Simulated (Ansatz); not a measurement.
All numbers were calculated with Ansatz.

A structure relaxed at PBE0-D4/def2-TZVP, charge 0, multiplicity 1:

```xyz
17

Si   -1.9096    1.6261   -0.5279
Sn    0.0008    0.0014    0.0004
Si   -0.9601   -2.3364    0.4246
Si    1.2519    0.8021    2.0889
Si    1.6184   -0.0908   -1.9853
H    -2.6440    1.1798   -1.7419
H    -2.8647    1.6861    0.6107
H    -1.3735    2.9920   -0.7716
H     0.1349   -3.2959    0.7293
H    -1.6939   -2.8178   -0.7764
H    -1.9008   -2.3068    1.5765
H     2.3492   -0.1436    2.4268
H     0.3216    0.8844    3.2466
H     1.8395    2.1482    1.8542
H     2.2005    1.2540   -2.2402
H     2.7258   -1.0432   -1.7045
H     0.9040   -0.5398   -3.2103
```

Problem. Give its formula and SMILES.

Solution. H12Si4Sn, `[SiH3][Sn]([SiH3])([SiH3])[SiH3]`.

Problem. Point group (tolerance 0.08 Å, 0.16 Å for H)?

Solution. Td.

Problem. Summarise the bond lengths by kind.

Solution. 4 × Si–Sn 2.563 Å; 12 × H–Si 1.487 Å.
